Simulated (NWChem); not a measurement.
A series in which one site is exchanged, each optimised at PBE0/def2-SVP with NWChem, gas phase unless a solvent is named. All stand in one matching conformer (torsions within 35°), which need not be the lowest. This build's default masses of Se (78.918 u) and Br (79.917 u) are each other's, which moves their modes by up to 0.6 %. Some are not confirmed as minima by frequencies. def2 effective core potentials on Cd; no spin-orbit coupling.

A: [NH2][Be][SH] (BeNH3S; site = Be)
B: [SH][Mg][NH2] (MgNH₃S; site = Mg)
C: N[Se]S (NH₃SeS; site = Se)
D: [NH2][Cd][SH] (CdNH3S; site = Cd)

Q: Rank them by dipole (D), PBE0/def2-SVP, lowest first.

A: B (2.03), C (2.28), A (2.34), D (2.50)
